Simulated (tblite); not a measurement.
C8H7NO.
SMILES with atom numbers: `[CH3:1][C:2]#[C:3]/[CH:4]=[C:5](\[CH:6]=[O:7])[CH2:8][C:9]#[N:10]` (hydrogens: H11, H12, H13 on C1; H14 on C4; H15 on C6; H16, H17 on C8)

Cartesian coordinates in Å at the GFN2-xTB level; atoms count from 1:
```xyz
17
C8H7NO angstrom
C      2.269    1.452    2.827
C      1.288    0.781    2.015
C      0.476    0.224    1.317
C     -0.501   -0.445    0.570
C     -0.538   -0.503   -0.778
C      0.471    0.157   -1.601
O      0.474    0.165   -2.809
C     -1.620   -1.249   -1.520
C     -2.911   -1.058   -0.914
N     -3.924   -0.899   -0.407
H      3.010    0.733    3.175
H      2.772    2.227    2.250
H      1.788    1.906    3.693
H     -1.275   -0.936    1.151
H      1.258    0.668   -1.017
H     -1.399   -2.322   -1.543
H     -1.643   -0.888   -2.554
```

Computed values, GFN2-xTB/tblite, gas phase, harmonic and unscaled. Errors from tens to a few hundred cm⁻¹ against measured bands are possible. One conformer, not necessarily the lowest. The optimisation stopped once no atom felt more than 0.01 eV/Å.

Lowest wavenumbers of the output (negative numbers stand for imaginary wavenumbers):
```
mode    cm-1
  1     -30.5
  2      27.4
  3      64.5
  4      84.9
  5     130.7
  6     153.6
  7     216.5
  8     260.6
  9     275.5
 10     308.2
 11     370.1
 12     380.3
 13     408.7
 14     421.7
 15     582.2
```

Q: Is this structure a minimum?

A: Not by this Hessian. 1 mode is imaginary beyond 20i (30i cm⁻¹), so at this level the point lies at or near a first-order saddle. The curvature is small, so loose convergence or finite differences may be the whole cause.

Q: Which atoms move in the imaginary mode?

A: 30i: H11 (methyl hydrogen) 35 %, H12 (methyl hydrogen) 32 %, H13 (methyl hydrogen) 32 %. These are shares of the mass-weighted motion.

Q: What is the remedy?

A: Step along that mode in both directions, optimise again with tighter thresholds and repeat the frequencies. The zero-point energy of this point (76.7 kcal/mol) counts the 44 real modes alone, and thermal corrections from it aren't those of a minimum.
